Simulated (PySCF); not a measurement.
**Tm⁴⁸⁺ (thulium, charge +48): PBE calculation**

Configuration: [Ar] 3d3, high-spin 4F determinant. Computed with PySCF 2.14 in an uncontracted even-tempered set (18 s from 10 bohr⁻², ratio 2.5; 12 p from 14 bohr⁻², ratio 2.5; 7 d from 14 bohr⁻², ratio 2.5; 4 f from 50 bohr⁻², ratio 2.7; 3 g from 75 bohr⁻², ratio 2.7), with scalar relativity by spin-free X2C-1e.

```json
{
  "Total energy": "-11535.44 hartree",
  "One-electron energy": "-13034.51 hartree",
  "Hartree (Coulomb) energy": "1681.93 hartree",
  "Exchange-correlation energy": "-182.85 hartree",
  "⟨S²⟩": "3.7500",
  "⟨L²⟩": "12.000",
  "Sum of ⟨r⟩": "2.845 bohr",
  "Sum of ⟨r²⟩": "0.5655 bohr²"
}
```

```tsv
shell	electrons	mean orbital energy (eV)	rms radius, mean of both spins (bohr)
1s α	1	-62119.3	0.0227
1s β	1	-62119.2	0.0227
2s α	1	-12914.6	0.0912
2s β	1	-12900.0	0.0912
2p α	3	-11784.9	0.0821
2p β	3	-11773.5	0.0821
3s α	1	-4830.0	0.223
3s β	1	-4814.2	0.223
3p α	3	-4487.7	0.221
3p β	3	-4471.4	0.221
3d α	3	-4119.5	0.196
```

Spin-orbit coupling is strong in this species (close to jj coupling), so the high-spin LS determinant is a model state, not a physical level.

Densities and radii are taken from the X2C orbitals without a picture-change correction, which distorts them close to the nucleus.
